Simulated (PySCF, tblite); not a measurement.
Isomers of C3H9FNSi2 (doublet state). Method: GFN2-xTB as coded in tblite; computed harmonic values from a numerical Hessian at the method's own geometry, unscaled. Against measured fundamentals such values can be off by several per cent, at times by over 20. Modes of hydrogen on silicon can be 10 to 20 % off. One conformer each. Open shells enter through the occupations alone, without spin polarisation, and single modes of such species can be off by tens of per cent.

Electronic energies: B3LYP/pcH-1 single points on the GFN2-xTB geometries (PySCF, gas phase).

| SMILES | electronic energy, lowest = 0 (kJ/mol) |
| --- | --- |
| F[C@@H]1C[C]1[SiH2]N[SiH3] | 53.4 |
| F[C@@H]1C[C@@H]1[SiH]N[SiH3] | 1.4 |
| F[C@@H]1C[C@@H]1[SiH2]N[SiH2] | 0.0 |

Question: How do GFN2-xTB zero-point energies change the relative energies?

Answer: 
| SMILES | ZPE (kJ/mol) | of it from modes above 1550 cm⁻¹ | electronic (kJ/mol) | with ZPE, lowest = 0 (kJ/mol) | lowest mode (cm⁻¹) | rings |
| --- | --- | --- | --- | --- | --- | --- |
| F[C@@H]1C[C@@H]1[SiH2]N[SiH2] | 288.4 | 148.3 | 0.0 | 0.0 | 25 | 1 |
| F[C@@H]1C[C@@H]1[SiH]N[SiH3] | 288.5 | 147.6 | 1.4 | 1.5 | 24 | 1 |
| F[C@@H]1C[C]1[SiH2]N[SiH3] | 275.5 | 141.6 | 53.4 | 40.5 | 27 | 1 |

The zero-point energies span 13.0 kJ/mol, from `F[C@@H]1C[C]1[SiH2]N[SiH3]` to `F[C@@H]1C[C@@H]1[SiH]N[SiH3]`. The order is unchanged.

Question: And how do the electronic energies of GFN2-xTB itself compare?

Answer: `F[C@@H]1C[C@@H]1[SiH2]N[SiH2]` 2.8; `F[C@@H]1C[C@@H]1[SiH]N[SiH3]` 0.0; `F[C@@H]1C[C]1[SiH2]N[SiH3]` 49.0 kJ/mol, lowest = 0. Against the energies above, taken from the same isomer `F[C@@H]1C[C@@H]1[SiH2]N[SiH2]`, the largest difference is 7.2 kJ/mol.
